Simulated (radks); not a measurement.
Charge is removed step by step from the 5p level of neutral indium, starting from [Kr] 4d10 5s2 5p1. All-electron calculation, scalar-relativistic Kohn-Sham, PBEsol, spin-unpolarised, spherical densities, point nucleus. Program: a radial shooting solver on a logarithmic mesh with Libxc functionals.

removed (e)  E - E(0) (eV)  eigenvalue (eV)  E minus straight line (eV)
0                    0.000           -2.519                       0.000
0.1                  0.278           -3.046                      -0.258
0.2                  0.610           -3.590                      -0.463
0.3                  0.996           -4.149                      -0.612
0.4                  1.440           -4.723                      -0.705
0.5                  1.941           -5.310                      -0.739
0.6                  2.502           -5.910                      -0.715
0.7                  3.123           -6.521                      -0.630
0.8                  3.806           -7.143                      -0.483
0.9                  4.552           -7.775                      -0.273
1                    5.361           -8.417                       0.000

Removing the whole electron costs 5.361 eV by Delta-SCF, against 2.519 eV from minus the eigenvalue at the starting occupation. Slater's transition state (half an electron removed) gives 5.310 eV. Integrating minus the eigenvalue over the occupation (Janak's theorem) gives 5.362 eV. In this scalar-relativistic scheme the density is built from large components alone, so the theorem holds only approximately. The mean slope of the eigenvalue, de/dn, is 5.90 eV per electron. Ionisation energy of In in the NIST Atomic Spectra Database: 5.786 eV (measured).

Beside tabulated values, note that spin-unpolarised runs miss the spin-polarisation part of the exchange energy of open shells.
